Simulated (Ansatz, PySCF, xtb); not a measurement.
Stretching the C2–B1 bond in CH5B (SMILES BC) (multiplicity 1 held, fragments rigid). Energies count from the point at 1.551 Å.
Geometry at that point (charge 0, multiplicity 1):
```csv
atom,x (Å),y (Å),z (Å)
B,0.8668,0.0793,0.0114
C,-0.6766,-0.0672,-0.0412
H,1.5656,-0.8646,0.2285
H,1.3857,1.1491,-0.1020
H,-0.9945,0.0764,1.0066
H,-1.0372,-1.0565,-0.3271
H,-1.1944,0.7024,-0.6158
```

Restricted levels (R-, RO-) in cc, def2 and unpolarised 6-31G sets keep to the state of the molecule at rest. Active spaces are followed from a long bond inwards. Left out are points that failed, MP2 points that dive below the minimum, coupled-cluster points behind a jump of the amplitudes or a sharp parting from full CI or MRCI, small-basis points behind a change of solution, and semi-empirical points at long bonds. Curves can end on different states.

Correlated levels freeze the cores. Rows in 6-31G* carry no dispersion term and start afresh at each structure (6-31G* with six Cartesian d functions). MP2/6-31G* freezes PySCF's default core.

The values were computed with Ansatz (a first-principles code); PySCF for 6-31G* rows; xtb for the GFN methods.  The GFN methods have no spin term and hold the electronic entropy of 300 K.

Energies in kJ/mol.

```tsv
R (Å)	GFN2-xTB	R-BP86/6-31G*	R-wB97X-V/cc-pVTZ	R-MP2/6-31G*	CASSCF(2,2)/cc-pVTZ	FIC-MRCISD+Q on CASSCF(2,2)/cc-pVTZ
1.241	245	220	214	229	221	220
1.396	45	44	42	45	53	44
1.551	0	0	0	0	0	0
1.706	20	19	21	21	12	20
1.861	69	65	72	73	54	69
2.094	160	152	166	169	135	159
2.327	254	239	262	266	214	247
2.715	387	361	402	403	316	362
3.102	478	450	513	502	377	434
3.568	539	524	613	575	410	473
4.188	left out	582	706	603	422	489
4.964	574	left out	780	555	424	492
```

Doubts at one or more of the structures used: a restricted determinant that unrestricted orbitals would lower (R-BP86/6-31G*, R-wB97X-V/cc-pVTZ, R-MP2/6-31G*).
